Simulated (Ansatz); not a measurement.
Reaction (silylene formation by 1,1-elimination): `[SiH3]O[SiH2]BS` → `[SiH3]OBS` + `[SiH2]`

Program: Ansatz. Geometries: PBE0-D4/def2-TZVP. ΔE: electronic, gas phase. CCSD(T)/CBS adds triple-zeta CCSD(T) − MP2 to the extrapolated MP2 energy (def2 sets, frozen cores). This one scheme is used for every species. Functionals use def2-TZVPP. One conformer a species, not always the lowest.

Problem. Is it downhill or uphill in electronic energy at CCSD(T)/CBS, and by how much? (Estimate.)

Solution. Computed: Uphill: ΔE = +52.0 kcal/mol.

Problem. What do these levels give: revPBE-D4, PBE0, r2SCANh, CAM-B3LYP, LC-ωPBE, HF/def2-QZVPP? (Estimate.)

Solution. Ansatz gave: revPBE-D4 51.3, PBE0 52.5, r2SCANh 55.9, CAM-B3LYP 49.7, LC-ωPBE 55.3, HF/def2-QZVPP 46.1 kcal/mol.

Largest T1 diagnostic among the species: 0.014.

From PBE to PBE0 (25 % exact exchange), in def2-TZVPP and without D4, ΔE moves by +2.1 kcal/mol. At CCSD(T), def2-SVP lies −8.1 kcal/mol from the extrapolated value and def2-TZVPP −2.0 kcal/mol.
